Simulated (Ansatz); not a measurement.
**One step, several reactants**

Four-centre ligand exchange: in every member these bonds form or tighten: H–Si, N–Si; these break or loosen: H–N, Si–Si. Only the spectator groups change.

Gas-phase electronic energies, without zero-point energy, by CCSD(T) at an estimated basis limit (MP2 extrapolated from triple and quadruple zeta, plus CCSD(T) − MP2 in triple zeta); Ansatz 0.2.0, def2-TZVPP and QZVPP, frozen cores, on PBE0-D4/def2-TZVP structures. Extrapolation: Hartree–Fock as exp(−7.88 √X), correlation as X^−2.97. All energies, in kJ/mol, count from the separated reactants, without counterpoise correction; the start and end structures are the complexes reached by relaxing down from the saddle, and deeper ones may exist. Brackets give SMILES, or, where every atom is bracketed, only which atoms are joined. Steps whose reference was doubtful or whose search ended elsewhere are left out.

| reactants | products | start structure | saddle | end structure | saddle by PBE-D4/TZ |
| --- | --- | --- | --- | --- | --- |
| Si₂H₃ClF₂ ([F][Si]([F])([SiH3])[Cl]) + NH₃ | SiNH₂ClF₂ ([NH2][Si]([F])([F])[Cl]) + SiH₄ | -25.8 | ? | -84.3 | 135.4 |
| Si₂H₆O ([OH][SiH2][SiH3]) + NH₃ | SiNH₅O ([NH2][SiH2][OH]) + SiH₄ | -21.4 | 129.8 | -82.2 | 95.9 |
| Si₄H₉F ([F][Si]([SiH3])([SiH3])[SiH3]) + NH₃ | Si₃NH₈F ([NH2][Si]([F])([SiH3])[SiH3]) + SiH₄ | -19.7 | 131.3 | -68.1 | 92.9 |
| Si₄H₁₀ ([SiH3][SiH]([SiH3])[SiH3]) + NH₃ | Si₃NH₉ ([NH2][SiH]([SiH3])[SiH3]) + SiH₄ | -13.8 | 159.4 | -22.6 | 121.5 |
| Si₄H₁₀O ([OH][Si]([SiH3])([SiH3])[SiH3]) + NH₃ | Si₃NH₉O ([NH2][Si]([OH])([SiH3])[SiH3]) + SiH₄ | -25.1 | 129.2 | -64.1 | 92.9 |

Task: Fit a straight line of the saddle against the PBE-D4 saddle to the 4 complete rows, and use it to predict the missing value.

Result: Means: x̄ = 100.8, ȳ = 137.4. Σ(x − x̄)(y − ȳ) = 605.6 and Σ(x − x̄)² = 577.3, so the slope is 1.049 (correlation 0.99). For x = 135.4: y = 137.4 + 1.049 × (135.4 − (100.8)) = 173.7 kJ/mol. The calculation gives 175.5 kJ/mol, so the line misses by 1.8 kJ/mol (this x lies outside the fitted range).

Above its own start structure that saddle lies 201.3 kJ/mol.

Task: How do the PBE-D4 saddles lie against the coupled-cluster estimate?

Result: All lower, by 33.8 to 40.1 kJ/mol.

The T1 diagnostic stays at or below 0.015.

For scale, one of the runs: CCSD(T)/def2-TZVPP, 412 basis functions, launched by `ansatz run in.yaml --threads 4 --pin off --events-out ev --progress --plain --max-ram 41984MiB --backend cuda --devices 0, --max-vram 37GiB`. Hardware: 4 CPU threads of an AMD EPYC 7R13 and a share of one NVIDIA H100, shared host. Wall time 19 s; peak host memory 0.91 GiB.
